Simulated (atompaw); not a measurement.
Before and after: PAW (atompaw) potential for Ce

atompaw 4.2.0.5 input, output lines left out:

```
Ce 58
GGA-PBE scalarrelativistic loggrid 2001 logderivrange -5 5 251
6 6 5 4 0 0
6 0 1.5
6 1 0
5 2 1.5
4 3 1
0 0 0
c
c
c
c
v
v
c
c
c
v
v
c
c
v
c
2
3.00 2.25 2.80 1.95
n
n
y
3.1
n
custom rrkj vanderbiltortho gaussian
3 1 ultrasoft
1.85
3.00
1.90
3.00
2.85
3.00
```

All-electron outer shells of the reference configuration (PBE, scalar-relativistic, ld1.x):

```tsv
shell	level (eV)	outermost node (bohr)	outermost maximum (bohr)
4d	-109.62	0.31	0.66
5s	-39.75	0.75	1.37
5p	-22.45	0.81	1.55
4f	-4.54	–	0.71
6s	-3.46	1.82	3.82
5d	-2.56	0.92	2.18
6p	-1.19	2.17	5.03
```

Change: all radii scaled by about 1.06 (s 1.96, p 2.02, d 3.02 bohr); local potential ultrasoft scheme with l = 3 at 1 Ry, radius 2.98 bohr; augmentation gaussian compensation charge, radius 2.40 bohr; PAW radius 3.18 bohr; waves and projectors: custom rrkj vanderbiltortho; core correction smooth core density matched at 2.08 bohr.

Cutoffs: the cutoffs (Ry, on a coarse ladder) from which the occupation-weighted sum of valence levels, in a spherical-Bessel basis at the reference potential, stays within 10 and 1 mRy of its value at 400 Ry; they do not see the model core or the augmentation charge, which bear on the density cutoff.

**Question.** What does the change do?

**Answer.** The potential gets softer (21 Ry and 35 Ry → 18 Ry and 30 Ry); neither file shows a bound ghost. A larger radius leaves more room for a smooth pseudo-wave, so fewer plane waves are needed.

| quantity | base | changed |
| --- | --- | --- |
| cutoff, loose | 21 Ry | 18 Ry |
| cutoff, tight | 35 Ry | 30 Ry |
| loose cutoff by channel (10 mRy a level) | s 10 Ry, p 15 Ry, d 10 Ry | s 10 Ry, p 15 Ry, d 8 Ry |
| bound ghosts | none | none |
| lowest overlap eigenvalue by channel | s 0.07, p 0.04, d 0.84 | s 0.42, p 0.01, d 0.82 |

 The cutoffs see the waves, projectors and local potential, not the compensation charge or the core.
